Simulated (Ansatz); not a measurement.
`[NH2][Al]([Cl])[Cl]` + H–F → `[NH2][Al]([F])[Cl]` + HCl at 400 K and 1 bar (ligand exchange at the Al–Cl bond).

Isolated molecules relaxed with PBE0-D4/def2-TZVP in Ansatz; ΔE leaves out vibrations. CCSD(T)/CBS adds triple-zeta CCSD(T) − MP2 to the extrapolated MP2 energy (def2 sets, frozen cores). This one scheme is used for every species. One conformer a species, not always the lowest.

| species | CCSD(T)/CBS energy (Eh) | H − E (kJ/mol) | S (J/(mol·K)) |
| --- | --- | --- | --- |
| `[NH2][Al]([Cl])[Cl]` | -1217.66844 | 103.6 | 349.3 |
| H–F | -100.39570 | 36.5 | 182.2 |
| `[NH2][Al]([F])[Cl]` | -857.68991 | 105.1 | 342.4 |
| HCl | -460.38127 | 29.6 | 195.4 |

H − E and S are ideal-gas, rigid-rotor, harmonic terms from PBE0-D4/def2-TZVP, for one conformer and one mirror image of each species. 1 Eh = 2625.50 kJ/mol, R = 8.31446 J/(mol·K).

Problem. By hand: ΔE, ΔH, ΔS and ΔG.

Solution. ΔE = (-857.68991) + (-460.38127) − (-1217.66844) − (-100.39570) = -0.00704 Eh = -18.5 kJ/mol. Δ(H − E) = 105.1 + 29.6 − 103.6 − 36.5 = -5.4, so ΔH = -23.9 kJ/mol. ΔS = 342.4 + 195.4 − 349.3 − 182.2 = 6.3 J/(mol·K). ΔG = -23.9 − 400 × (6.3)/1000 = -26.4 kJ/mol.

Problem. By hand: the equilibrium constant, and the temperature at which ΔG would vanish if ΔH and ΔS stayed fixed.

Solution. log₁₀ K = −ΔG/(RT ln 10) = 3.4. ΔH and −TΔS have one sign here, so there is no such temperature.

The number of gas molecules stays the same, so ΔS is small and ΔH decides. A doubt of 5 kJ/mol in ΔE shifts log₁₀ K by 0.7 here. Other conformers and mirror images would add mixing entropy, several J/(mol·K) or more a flexible species. These are equilibria of isolated gas molecules and say nothing of rates. Largest T1 diagnostic: 0.010 (customary marks: 0.02 for closed shells, 0.045 for open ones).

ΔS is within the doubt of such terms, so its sign, and with it that verdict, could turn.
